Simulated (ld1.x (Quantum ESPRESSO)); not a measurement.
Plane-wave convergence, TM potential for dysprosium

Dy (Z = 66), norm-conserving Troullier–Martins (Kleinman–Bylander form), made with ld1.x (Quantum ESPRESSO) 7.5 (PBE, fully relativistic). Core [Xe] 4f9, reference 5d1 6s1.5 6p0.5. Waves: 6p (bound): rc 3.90 bohr; 5d (bound): rc 2.20 bohr; 6s (bound): rc 2.50 bohr. Local part: the s channel. Core correction: Bessel-smoothed model core, default radius (core density twice the valence density).

Open shells are filled in proportion to 2j + 1 (rel_dist='average').

The pseudo-atom Hamiltonian at the reference potential is diagonalised in spherical Bessel functions j_l(qr) that vanish at 20 bohr, with q² up to the cutoff. All-electron valence levels (Ry): 6p1/2 -0.1355, 6p3/2 -0.1152, 5d3/2 -0.2224, 5d5/2 -0.2006, 6s -0.3427.

**Question.** How do the lowest levels (Ry) of each channel move with the cutoff, and are there ghosts?

**Answer.**

| cutoff (Ry) | p1/2 #1 | p3/2 #1 | p3/2 #2 | d3/2 #1 | d5/2 #1 | d5/2 #2 | s #1 | s #2 | f #1 | Σ f·Δε (mRy) |
| --- | --- | --- | --- | --- | --- | --- | --- | --- | --- | --- |
| 8 | -0.1354 | -0.1152 | 0.0300 | -0.1147 | -0.1123 | 0.0394 | -0.3337 | -0.0168 | 0.0819 | 109.5 |
| 10 | -0.1355 | -0.1152 | 0.0300 | -0.1606 | -0.1521 | 0.0356 | -0.3390 | -0.0178 | 0.0819 | 59.3 |
| 12 | -0.1355 | -0.1152 | 0.0300 | -0.1935 | -0.1790 | 0.0337 | -0.3409 | -0.0182 | 0.0819 | 27.2 |
| 15 | -0.1355 | -0.1152 | 0.0300 | -0.2110 | -0.1926 | 0.0330 | -0.3410 | -0.0183 | 0.0819 | 11.8 |
| 18 | -0.1355 | -0.1152 | 0.0300 | -0.2204 | -0.1994 | 0.0326 | -0.3415 | -0.0183 | 0.0819 | 3.3 |
| 21 | -0.1355 | -0.1152 | 0.0300 | -0.2220 | -0.2004 | 0.0326 | -0.3420 | -0.0184 | 0.0819 | 1.2 |
| 25 | -0.1355 | -0.1152 | 0.0300 | -0.2223 | -0.2006 | 0.0326 | -0.3423 | -0.0184 | 0.0819 | 0.6 |
| 30 | -0.1355 | -0.1152 | 0.0300 | -0.2224 | -0.2006 | 0.0326 | -0.3423 | -0.0185 | 0.0819 | 0.5 |
| 35 | -0.1355 | -0.1152 | 0.0300 | -0.2224 | -0.2006 | 0.0325 | -0.3425 | -0.0185 | 0.0819 | 0.3 |
| 400 | -0.1355 | -0.1152 | 0.0300 | -0.2224 | -0.2006 | 0.0325 | -0.3427 | -0.0185 | 0.0819 | 0.0 |

Result: no extra level below or beside the all-electron valence levels (p1/2, p3/2, d3/2, d5/2, s, f tested); 10 mRy is reached at 18 Ry and 1 mRy at 25 Ry.
